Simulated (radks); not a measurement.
Values are calculated unless marked as measured or tabulated.
Species: the aluminium ion Al4+. Configuration: [He] 2s2 2p4 3p1 (not the ground configuration).

Level of theory: Dirac Kohn-Sham, PBE, spin-unpolarised, spherical densities, finite nucleus; open shells fill j = l - 1/2 first; Fermi nuclear charge, rms radius 3.061 fm (a radial shooting solver on a logarithmic mesh with Libxc functionals).

Energy parts (eV):
| part | energy |
|---|---|
| total | -6323.910 |
| kinetic | 6342.238 |
| electron-nucleus | -14370.680 |
| Hartree | 2131.341 |
| exchange-correlation | -426.809 |

Orbitals (lengths in bohr, moments of r in powers of bohr):
orbital,occ.,eigenvalue (eV),<1/r>,<r^4>
1s1/2,2,-1620.607,12.64,0.0009747
2s1/2,2,-195.5238,2.495,0.2993
2p1/2,2,-159.4437,2.405,0.2779
2p3/2,2,-158.9095,2.395,0.2809
3p1/2,1,-45.8208,0.7502,22.67
3p3/2,0,-45.7449,0.7484,22.81

The highest occupied level is 3p1/2 at -45.821 eV. The density falls to 0.001 e/bohr^3 at r = 3.02 bohr.
